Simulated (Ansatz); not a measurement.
```xyz
15

C     1.7110   -0.3333    0.2004
C     0.6086    0.2208    1.0869
C    -0.2834    1.2102    0.3472
B    -1.2182    0.6804   -0.7796
Al   -1.6665   -1.3684   -1.1547
H     1.2993   -0.8288   -0.6863
H     2.3311   -1.0612    0.7280
H     2.3649    0.4677   -0.1562
H    -0.0075   -0.6037    1.4686
H     1.0566    0.6916    1.9685
H     0.2930    2.0827    0.0096
H    -1.0240    1.6540    1.0419
H    -1.7656    1.5290   -1.4396
H    -2.7997   -2.1507   -0.3460
H    -0.8996   -2.1903   -2.2886
```

Charge 0, multiplicity 1.

**Question.** List the PBE/def2-TZVPP orbital energies in eV (Ansatz). (Estimate.)

**Answer.** Ansatz gave: Occupied: -1506.19, -268.99, -268.75, -268.68, -176.98, -106.49, -68.63, -68.35, -68.33, -19.60, -17.07, -14.63, -11.88, -11.07, -10.82, -9.89, -9.42, -8.93, -8.43, -8.18, -7.44, -6.98, -5.85. Lowest empty: -2.66, -2.20, 0.39, 0.57, 0.95, 1.19, 1.32, 1.79.
